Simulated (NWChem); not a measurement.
System: CAlClFNO; SMILES O=C=[N][Al]([F])[Cl]

```xyz
6

Al    -0.3646     0.5293    -0.2105
Cl    -2.1456    -0.4936    -0.4840
F     -0.3121     2.1456    -0.5398
N      1.0804    -0.2794     0.3583
C      2.0755    -0.8327     0.7450
O      3.0388    -1.3698     1.1194
```
Atoms are numbered in this order, from 1.

Level: PBE0/def2-SVP (NWChem), optimised geometry, unscaled harmonic frequencies. 

| frequency (cm⁻¹) | IR intensity (km/mol) |
|---|---|
| 58 | 0.6 |
| 93 | 2.2 |
| 184 | 16.5 |
| 241 | 27.2 |
| 267 | 82.2 |
| 455 | 10.9 |
| 640 | 34.5 |
| 650 | 38.4 |
| 679 | 266.8 |
| 916 | 147.7 |
| 1543 | 54.3 |
| 2471 | 1492.0 |

* **zero-point energy**: 11.7 kcal/mol
* **thermal correction to the enthalpy at 298.15 K (with zero-point energy)**: 16.5 kcal/mol
* **heat capacity Cv**: 19.9 cal/(mol K)
* **entropy at 298.15 K and 1 atm (symmetry number 1)**: 84.9 cal/(mol K)
* **dipole moment**: 0.53 D

Rigid rotor and harmonic oscillator; modes under 100 cm⁻¹ make the entropy uncertain.
